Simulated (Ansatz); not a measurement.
Total energies of ClFH$_{3}$Si$_{2}$ (`F[SiH][SiH2]Cl`) radical.

| atom | x (Å) | y (Å) | z (Å) |
| --- | --- | --- | --- |
| F1 | 0.573 | 1.969 | 1.421 |
| Si2 | 0.383 | 1.371 | -0.061 |
| Si3 | -0.518 | -0.792 | 0.014 |
| Cl4 | -0.491 | -1.417 | -1.951 |
| H5 | 1.715 | 1.412 | -0.733 |
| H6 | 0.261 | -1.764 | 0.823 |
| H7 | -1.923 | -0.777 | 0.487 |

The species carries charge 0 and has multiplicity 2. Geometry: relaxed with PBE0-D4/def2-TZVP. It is one conformer, not always the lowest. Basis def2-TZVPP, Ansatz.

RPA on PBE orbitals: Hartree–Fock energy of these orbitals -1138.64202 Eh, correlation -1.11634 Eh (frozen core).

| functional | energy without D4 (Eh) | D4 term (kJ/mol) |
| --- | --- | --- |
| LDA (SPW92) | -1136.50222 | – |
| PBE | -1140.38033 | -17.3 |
| revPBE | -1140.72502 | -44.9 |
| BLYP | -1140.94721 | -37.4 |
| r2SCAN | -1140.84390 | -3.9 |
| B97M-V | -1140.66136 | – |
| PBE0 | -1140.47497 | -14.8 |
| B3LYP | -1141.02369 | -28.5 |
| r2SCANh | -1140.83397 | -4.3 |
| r2SCAN0 | -1140.82014 | -4.8 |
| HSE06 (plane-wave form) | -1140.44998 | -14.0 |
| BHLYP | -1140.93233 | -24.7 |
| CAM-B3LYP | -1140.96858 | -15.3 |
| LC-ωPBE | -1140.60274 | – |
| ωB97X-V | -1140.76878 | – |
| ωB97M-V | -1140.86875 | – |
| B2PLYP | -1140.54051 | – |
| PBE-QIDH | -1140.20804 | – |

B3LYP takes the VWN-RPA correlation (the form of Gaussian; ORCA's B3LYP/G). HSE06 is the plane-wave form, built on full-range PBE exchange. The double hybrids freeze the cores in their second-order part.

LC-ωPBE has ω = 0.4 bohr⁻¹.
